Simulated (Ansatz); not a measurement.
Ansatz (a first-principles code) input (wB97X-V/def2-TZVP):

Ansatz 0.2 input:
```yaml
crystal:
  periodic: [false, false, false]
  atoms:
    - {symbol: Mo, position_ang: [0.01629055, 0.03029503, -0.00753515]}
    - {symbol: H, position_ang: [0.64321242, 0.66943727, 1.48701902]}
    - {symbol: H, position_ang: [-1.17163931, -0.44224044, 1.11528431]}
    - {symbol: H, position_ang: [0.44757906, -1.38192945, 0.83792503]}
    - {symbol: H, position_ang: [0.86443269, -1.12127866, -0.94081298]}
    - {symbol: H, position_ang: [0.12187095, 0.70070351, -1.66249241]}
    - {symbol: H, position_ang: [-1.58965902, 0.30291652, -0.52044651]}
basis:
  gaussian:
    orbitals: def2-TZVP
hamiltonian:
  xc: {name: wB97X-V}
total_charge: -1
magnetization: {spin_polarized: true, initial_magnetization: 1}
relax: {f_tol: 0.003, max_steps: 100}
```

Output:

```
Functional definition: wB97X-V
integrals: 0.04 GiB planned
604 factors; their error is unknown
integrals: 0.07 GiB planned
240 factors; integrals over basis functions are off by at most 6.6e-7 eV
mean field: 0.40 GiB planned
mean field evaluation 1: about -1948.6702 eV, gradient 1.9e1 eV
mean field evaluation 2: about -1946.8035 eV, gradient 3.0e1 eV
mean field evaluation 4: about -1950.3883 eV, gradient 5.1e-1 eV
mean field evaluation 8: about -1950.3958 eV, gradient 4.1e-2 eV
mean field evaluation 16: about -1950.4427 eV, gradient 7.0e-4 eV
mean field -1950.44266389 eV, -71.6774458405 hartree, gradient 2.2e-5 eV, S^2 0.755064; 1 other end points of the search recorded, 0 dependent functions left out
the calculation of the forces begins
reference -1950.44266113 eV, -71.6774457389 hartree; 11, 10 occupied and 65, 66 virtual orbitals, 604 factors
relax step   1: F+E_penalty+E_count = -1950.44266389 eV  Δ(F+E_penalty+E_count) = +0.000e0 eV  max|allowed force component| = 1.622e-1 eV/Å  Δτ_max = 0.0000 Å  (74 SCF iters, accepted)
these checks for a lower state are left out or cut short: starts, cluster_reference, orbital_swaps, neighbouring_geometries, increment
integrals: 0.04 GiB planned
604 factors; their error is unknown
integrals: 0.07 GiB planned
240 factors; integrals over basis functions are off by at most 6.4e-7 eV
mean field: 0.40 GiB planned
mean field evaluation 32: about -1950.4440 eV, gradient 1.4e-1 eV
mean field -1950.44404223 eV, -71.6774964936 hartree, gradient 2.0e-5 eV, S^2 0.754797; 0 other end points of the search recorded, 0 dependent functions left out
the calculation of the forces begins
reference -1950.44403943 eV, -71.6774963907 hartree; 11, 10 occupied and 65, 66 virtual orbitals, 604 factors
relax step   2: F+E_penalty+E_count = -1950.44404223 eV  Δ(F+E_penalty+E_count) = -1.378e-3 eV  max|allowed force component| = 1.401e-1 eV/Å  Δτ_max = 0.0448 Å  (70 SCF iters, accepted)
these checks for a lower state are left out or cut short: starts, cluster_reference, orbital_swaps, neighbouring_geometries, increment
integrals: 0.04 GiB planned
604 factors; their error is unknown
integrals: 0.07 GiB planned
240 factors; integrals over basis functions are off by at most 6.5e-7 eV
mean field: 0.40 GiB planned
mean field -1950.44695835 eV, -71.6776036588 hartree, gradient 1.8e-5 eV, S^2 0.754900; 0 other end points of the search recorded, 0 dependent functions left out
the calculation of the forces begins
reference -1950.44695554 eV, -71.6776035558 hartree; 11, 10 occupied and 65, 66 virtual orbitals, 604 factors
relax step   3: F+E_penalty+E_count = -1950.44695835 eV  Δ(F+E_penalty+E_count) = -2.916e-3 eV  max|allowed force component| = 3.358e-2 eV/Å  Δτ_max = 0.0159 Å  (72 SCF iters, accepted)
these checks for a lower state are left out or cut short: starts, cluster_reference, orbital_swaps, neighbouring_geometries, increment
integrals: 0.04 GiB planned
604 factors; their error is unknown
integrals: 0.07 GiB planned
240 factors; integrals over basis functions are off by at most 6.6e-7 eV
mean field: 0.40 GiB planned
mean field -1950.44714612 eV, -71.6776105594 hartree, gradient 2.2e-5 eV, S^2 0.754905; 0 other end points of the search recorded, 0 dependent functions left out
the calculation of the forces begins
reference -1950.44714330 eV, -71.6776104557 hartree; 11, 10 occupied and 65, 66 virtual orbitals, 604 factors
relax step   4: F+E_penalty+E_count = -1950.44714612 eV  Δ(F+E_penalty+E_count) = -1.878e-4 eV  max|allowed force component| = 4.072e-2 eV/Å  Δτ_max = 0.0090 Å  (75 SCF iters, accepted)
these checks for a lower state are left out or cut short: starts, cluster_reference, orbital_swaps, neighbouring_geometries, increment
integrals: 0.04 GiB planned
604 factors; their error is unknown
integrals: 0.07 GiB planned
240 factors; integrals over basis functions are off by at most 6.5e-7 eV
mean field: 0.40 GiB planned
mean field -1950.44734206 eV, -71.6776177600 hartree, gradient 1.7e-5 eV, S^2 0.754928; 0 other end points of the search recorded, 0 dependent functions left out
the calculation of the forces begins
reference -1950.44733922 eV, -71.6776176556 hartree; 11, 10 occupied and 65, 66 virtual orbitals, 604 factors
relax step   5: F+E_penalty+E_count = -1950.44734206 eV  Δ(F+E_penalty+E_count) = -1.959e-4 eV  max|allowed force component| = 1.311e-2 eV/Å  Δτ_max = 0.0112 Å  (71 SCF iters, accepted)
these checks for a lower state are left out or cut short: starts, cluster_reference, orbital_swaps, neighbouring_geometries, increment
integrals: 0.04 GiB planned
604 factors; their error is unknown
integrals: 0.07 GiB planned
240 factors; integrals over basis functions are off by at most 6.4e-7 eV
mean field: 0.40 GiB planned
mean field evaluation 64: about -1950.4472 eV, gradient 8.1e-4 eV
mean field -1950.44719756 eV, -71.6776124499 hartree, gradient 2.5e-5 eV, S^2 0.754924; 0 other end points of the search recorded, 0 dependent functions left out
the calculation of the forces begins
reference -1950.44719471 eV, -71.6776123450 hartree; 11, 10 occupied and 65, 66 virtual orbitals, 604 factors
relax step   6: F+E_penalty+E_count = -1950.44719756 eV  Δ(F+E_penalty+E_count) = +1.445e-4 eV  max|allowed force component| = 2.639e-2 eV/Å  Δτ_max = 0.0120 Å  (50 SCF iters, rejected (line search))
these checks for a lower state are left out or cut short: starts, cluster_reference, orbital_swaps, neighbouring_geometries, increment
integrals: 0.04 GiB planned
604 factors; their error is unknown
integrals: 0.07 GiB planned
240 factors; integrals over basis functions are off by at most 6.5e-7 eV
mean field: 0.40 GiB planned
mean field -1950.44737916 eV, -71.6776191233 hartree, gradient 1.2e-5 eV, S^2 0.754919; 0 other end points of the search recorded, 0 dependent functions left out
the calculation of the forces begins
reference -1950.44737631 eV, -71.6776190188 hartree; 11, 10 occupied and 65, 66 virtual orbitals, 604 factors
relax step   7: F+E_penalty+E_count = -1950.44737916 eV  Δ(F+E_penalty+E_count) = -3.710e-5 eV  max|allowed force component| = 8.116e-4 eV/Å  Δτ_max = 0.0024 Å  (47 SCF iters, accepted)
integrals: 0.04 GiB planned
604 factors; their error is unknown
integrals: 0.07 GiB planned
240 factors; integrals over basis functions are off by at most 6.5e-7 eV
mean field: 0.40 GiB planned
mean field evaluation 96: about -1950.4474 eV, gradient 2.4e-4 eV
mean field -1950.44737916 eV, -71.6776191233 hartree, gradient 1.2e-5 eV, S^2 0.754919; 2 other end points of the search recorded, 0 dependent functions left out
the calculation of the forces begins
reference -1950.44737631 eV, -71.6776190188 hartree; 11, 10 occupied and 65, 66 virtual orbitals, 604 factors
Total energy: -1950.44737631 eV, -71.6776190188 hartree
Atom 0 at     0.013793     0.029664    -0.019977 Å, force     0.000445     0.000527     0.000812 eV/Å
Atom 1 at     0.632931     0.655920     1.472793 Å, force    -0.000155    -0.000100    -0.000568 eV/Å
Atom 2 at    -1.153771    -0.431544     1.111946 Å, force    -0.000419     0.000213     0.000354 eV/Å
Atom 3 at     0.447539    -1.360840     0.837654 Å, force     0.000464    -0.000300     0.000203 eV/Å
Atom 4 at     0.843639    -1.147661    -0.926648 Å, force     0.000172    -0.000389    -0.000673 eV/Å
Atom 5 at     0.146829     0.742549    -1.658562 Å, force     0.000073     0.000002     0.000418 eV/Å
Atom 6 at    -1.598873     0.269815    -0.508265 Å, force    -0.000579     0.000047    -0.000544 eV/Å
Dipole moment:     0.147082     0.238050     0.052155 e Å
```

The spin state was set by rule; other spins were not relaxed.
